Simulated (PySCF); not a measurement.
# Bonding in `[SiH3][Si]([SiH3])([SiH3])C1CCC1`

Species: C₄H₁₆Si₄.
SMILES with atom numbers: `[SiH3:1][Si:2]([SiH3:3])([SiH3:4])[CH:5]1[CH2:6][CH2:7][CH2:8]1` (hydrogens: H9, H10, H11 on Si1; H12, H13, H14 on Si3; H15, H16, H17 on Si4; H18 on C5; H19, H20 on C6; H21, H22 on C7; H23, H24 on C8)

Cartesian coordinates in Å at the GFN2-xTB level; atoms count from 1:
```xyz
24
C4H16Si4 angstrom
Si    -1.5275   -1.4005   -2.0279
Si    -0.9076   -0.2210   -0.1025
Si    -1.0104    2.0998   -0.4211
Si    -2.0863   -0.9007    1.8027
C      0.9253   -0.7046    0.2296
C      1.6285    0.1170    1.3252
C      2.4319    0.8486    0.2427
C      1.9373   -0.1645   -0.7974
H     -0.8368   -0.9694   -3.2472
H     -2.9588   -1.2202   -2.2831
H     -1.3022   -2.8455   -1.9328
H     -2.3953    2.5060   -0.6759
H     -0.5596    2.8829    0.7344
H     -0.2239    2.5857   -1.5601
H     -1.7469   -0.1504    3.0158
H     -3.5245   -0.7170    1.5931
H     -1.8943   -2.3141    2.1394
H      1.0049   -1.7834    0.3853
H      2.2526   -0.4878    1.9821
H      0.9872    0.7456    1.9431
H      3.5095    0.8856    0.3944
H      2.0682    1.8576    0.0561
H      2.6973   -0.8926   -1.0790
H      1.5193    0.2624   -1.7091
```

Bond orders from the PBE0/pcSseg-1 density (PySCF). The structure is a single GFN2-xTB conformer in the gas phase; no vibrational or solvent corrections.

Question: Where do the orders between heavy atoms depart from those drawn in the SMILES?

Answer: The largest departure is 0.156, at Si2–C5 (drawn single, 0.844). Drawn single, order below 0.88: Si2–C5 (0.844).

Question: Set the Mayer orders of the bonds between heavy atoms beside their lengths.

Answer: 
| bond | drawn as | length (Å) | Mayer order |
| --- | --- | --- | --- |
| Si1–Si2 | single | 2.342 | 0.901 |
| Si2–Si3 | single | 2.345 | 0.887 |
| Si2–Si4 | single | 2.341 | 0.901 |
| Si2–C5 | single | 1.924 | 0.844 |
| C5–C6 | single | 1.539 | 1.010 |
| C6–C7 | single | 1.534 | 1.046 |
| C7–C8 | single | 1.534 | 1.045 |
| C8–C5 | single | 1.540 | 1.010 |

By pair of heavy elements: Si–Si: all 3 within 0.02 of one another (0.887 to 0.901). C–C: lowest C5–C6 and C8–C5 (1.010, 1.539 Å), highest C6–C7 and C7–C8 (1.046, 1.534 Å). Bonds named together lie within 0.004.

Question: And the bonds to hydrogen?

Answer: H–Si: 0.93 to 0.94 (9 bonds); C–H: 0.94 to 0.96 (7 bonds).

Question: Sum the orders of all bonds at each heavy atom with more than one neighbour and set the sums beside the valence in the SMILES.

Answer: Si1 3.702 (drawn 4), Si2 3.533 (drawn 4), Si3 3.692 (drawn 4), Si4 3.702 (drawn 4), C5 3.803 (drawn 4), C6 3.952 (drawn 4), C7 3.986 (drawn 4), C8 3.951 (drawn 4). Orders between atoms that aren't bonded are not in these sums.

For a closed shell the Mayer order of atoms A and B is Σ (PS)μν (PS)νμ over the basis functions μ on A and ν on B, with P the density and S the overlap matrix.

The run behind these numbers computed NMR shieldings as well. Hardware: one thread, Arm Neoverse V1, no GPU, shared host. Cost: 67 s of wall time.
